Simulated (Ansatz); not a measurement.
C3H8GaS (`C[CH](C)[Ga][SH]`) radical. The species carries charge 0 and has multiplicity 2. Correlated methods include outer-core shells of Ga, which these sets cover unevenly. Scalar relativity is left out up to krypton.

Z-matrix (Å, degrees):
```
C
C 1 1.520
H 1 1.098 2 110.4
H 1 1.093 2 112.5 3 -119.8
H 1 1.094 2 111.7 3 119.0
C 2 1.520 1 112.5 3 -58.5
Ga 2 2.036 1 108.6 3 -178.7
H 2 1.093 1 110.0 3 64.6
H 6 1.098 2 110.4 1 58.5
H 6 1.094 2 111.7 1 -60.5
H 6 1.093 2 112.5 1 178.3
S 7 2.250 2 112.2 1 61.8
H 12 1.342 7 94.5 2 -179.9
```

(1) Give the diagnostics of a CCSD(T)/def2-TZVPP run (frozen core, Ansatz). (An estimate is asked.)

Answers

(1) Computed: T1 = 0.0136, largest single amplitude 0.047, largest double 0.023, (T) share of the correlation energy 4.2 %, 11 CCSD cycles. ⟨S²⟩ of the UHF reference is 0.764 against 0.75 for a pure state. T1 lies under the customary mark of 0.045 for open shells.
